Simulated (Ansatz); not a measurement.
Born–Oppenheimer molecular dynamics of HSSeSi (4 atoms, charge -1, multiplicity 1). It starts from a relaxed structure.

The calculation used RKS PBE-D4/def2-SVP in Ansatz.

```yaml
ensemble: NVT, Langevin thermostat
time_step: 0.25 fs
steps_asked: 300
set_temperature: 200 K
friction: 0.02 /fs
masses: H 2.014 u
seed: 496264
```

Frames 5 fs apart, positions in Å, forces in eV/Å.

Velocities at 2.5 fs (Å/ps):

```
S 2.92 1.88 3.20
Si 1.08 -1.82 -2.26
Se 0.07 0.42 0.31
H -20.53 7.44 6.80
```

```xyz
4
Properties=species:S:1:pos:R:3:forces:R:3 time_fs=2.5 energy_less_start_eV=0.006 T=206
S -1.631 -0.074 1.226 0.06 -0.04 0.00
Si -0.035 0.013 -0.014 -0.28 0.13 0.05
Se 1.994 -0.706 0.104 0.08 -0.01 -0.06
H -0.374 0.787 -1.295 0.15 -0.08 0.01
4
Properties=species:S:1:pos:R:3:forces:R:3 time_fs=7.5 energy_less_start_eV=0.039 T=89
S -1.620 -0.066 1.241 0.24 -0.09 -0.08
Si -0.026 0.006 -0.021 -0.88 0.36 0.14
Se 1.994 -0.703 0.108 0.24 -0.05 -0.13
H -0.457 0.810 -1.274 0.40 -0.22 0.08
4
Properties=species:S:1:pos:R:3:forces:R:3 time_fs=12.5 energy_less_start_eV=0.057 T=67
S -1.610 -0.060 1.251 0.28 -0.11 -0.11
Si -0.022 0.004 -0.026 -1.01 0.37 0.34
Se 1.996 -0.700 0.115 0.28 -0.06 -0.18
H -0.485 0.819 -1.253 0.45 -0.20 -0.05
4
Properties=species:S:1:pos:R:3:forces:R:3 time_fs=17.5 energy_less_start_eV=0.049 T=104
S -1.593 -0.056 1.256 -0.01 -0.11 0.07
Si -0.035 0.010 -0.032 -0.29 0.06 0.55
Se 2.000 -0.697 0.122 0.00 0.04 -0.23
H -0.477 0.811 -1.236 0.31 0.02 -0.39
4
Properties=species:S:1:pos:R:3:forces:R:3 time_fs=22.5 energy_less_start_eV=0.032 T=140
S -1.580 -0.061 1.256 -0.35 -0.10 0.26
Si -0.042 0.010 -0.027 0.24 0.09 0.19
Se 2.003 -0.689 0.130 -0.12 0.06 -0.21
H -0.433 0.813 -1.259 0.22 -0.05 -0.24
4
Properties=species:S:1:pos:R:3:forces:R:3 time_fs=27.5 energy_less_start_eV=0.026 T=164
S -1.572 -0.061 1.257 -0.55 -0.07 0.34
Si -0.040 0.005 -0.017 0.44 0.37 -0.44
Se 2.007 -0.679 0.139 -0.03 -0.01 -0.15
H -0.362 0.815 -1.309 0.15 -0.29 0.24
4
Properties=species:S:1:pos:R:3:forces:R:3 time_fs=32.5 energy_less_start_eV=0.026 T=134
S -1.573 -0.062 1.260 -0.55 -0.03 0.27
Si -0.039 0.000 -0.012 0.56 0.36 -0.57
Se 2.010 -0.671 0.148 0.02 -0.06 -0.07
H -0.291 0.775 -1.346 -0.03 -0.28 0.38
4
Properties=species:S:1:pos:R:3:forces:R:3 time_fs=37.5 energy_less_start_eV=0.020 T=118
S -1.576 -0.060 1.261 -0.47 0.01 0.17
Si -0.033 0.002 -0.006 0.52 0.14 -0.26
Se 2.011 -0.664 0.161 0.14 -0.10 -0.01
H -0.242 0.725 -1.344 -0.19 -0.06 0.10
4
Properties=species:S:1:pos:R:3:forces:R:3 time_fs=42.5 energy_less_start_eV=0.017 T=72
S -1.583 -0.055 1.262 -0.34 0.02 0.08
Si -0.029 -0.002 -0.004 0.36 0.03 0.02
Se 2.015 -0.654 0.169 0.21 -0.11 0.01
H -0.242 0.680 -1.343 -0.23 0.07 -0.11
4
Properties=species:S:1:pos:R:3:forces:R:3 time_fs=47.5 energy_less_start_eV=0.011 T=89
S -1.584 -0.053 1.262 -0.36 0.03 0.14
Si -0.031 0.000 -0.001 0.38 0.08 -0.29
Se 2.021 -0.649 0.174 0.10 -0.05 -0.01
H -0.283 0.649 -1.374 -0.12 -0.06 0.17
4
Properties=species:S:1:pos:R:3:forces:R:3 time_fs=52.5 energy_less_start_eV=0.005 T=150
S -1.585 -0.050 1.264 -0.29 0.04 0.16
Si -0.027 0.009 0.002 0.25 -0.09 -0.15
Se 2.026 -0.644 0.181 0.03 0.04 -0.05
H -0.351 0.597 -1.374 0.01 0.01 0.04
4
Properties=species:S:1:pos:R:3:forces:R:3 time_fs=57.5 energy_less_start_eV=0.016 T=79
S -1.591 -0.044 1.261 -0.11 0.05 0.15
Si -0.020 0.012 0.002 -0.05 -0.27 0.21
Se 2.031 -0.643 0.185 0.04 0.09 -0.09
H -0.430 0.531 -1.357 0.12 0.13 -0.27
```

Of the whole run (75 fs, mean temperature of the second half 80 K): The mean temperature of the second half is 60 % below the set value. A run of 0.075 ps of so small a system gives no equilibrium averages. Limits of this set-up: an anion without diffuse functions, the dipole of an ion depends on the origin.

The run took 4.9 min on 1 thread of Arm Neoverse V1 (shared host), peak memory 0.1 GiB.
